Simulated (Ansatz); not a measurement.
Ansatz (an electronic-structure program) input (CCSD(T)/def2-SVPD):

Ansatz 0.2 input:
```yaml
crystal:
  periodic: [false, false, false]
  atoms:
    - {symbol: K, position_ang: [-0.00000000, -0.00000000, -1.56987413]}
    - {symbol: Cl, position_ang: [0.00000000, 0.00000000, 1.75456520]}
basis:
  gaussian:
    orbitals: def2-SVPD
total_charge: 1
magnetization: {spin_polarized: true, initial_magnetization: 1}
correlation: {method: ccsd_t, electrons: outside_noble_gas}
output: {forces: true}
```

End of the output:

```
reference -28796.81479560 eV, -1058.2634245563 hartree; 4, 3 occupied and 36, 37 virtual orbitals, 504 factors
densities: 0.13 GiB planned
second order -3.25414765 eV of doubles, -0.00000000 eV of singles
coupled cluster: 0.12 GiB planned
cycle   1  -3.73679103 eV  change    3.7e-7 eV  update   2.5e-6
cycle   2  -3.73679111 eV  change   -7.9e-8 eV  update   1.4e-6
cycle   3  -3.73679110 eV  change    9.3e-9 eV  update   7.1e-7
cycle   4  -3.73679110 eV  change   -1.6e-9 eV  update   1.5e-7
cycle   5  -3.73679110 eV  change    4.8e-9 eV  update   6.3e-8
perturbative correction -0.05679216 eV, -0.0020870736 hartree
the calculation of the forces begins
Total energy: -28800.60837886 eV, -1058.4028361697 hartree
Atom 0 at    -0.000000    -0.000000    -1.569874 Å, force    -0.000000    -0.000000    -0.055750 eV/Å
Atom 1 at     0.000000     0.000000     1.754565 Å, force     0.000000     0.000000     0.055750 eV/Å
Dipole moment:    -0.000000     0.000000    -1.372354 e Å
```
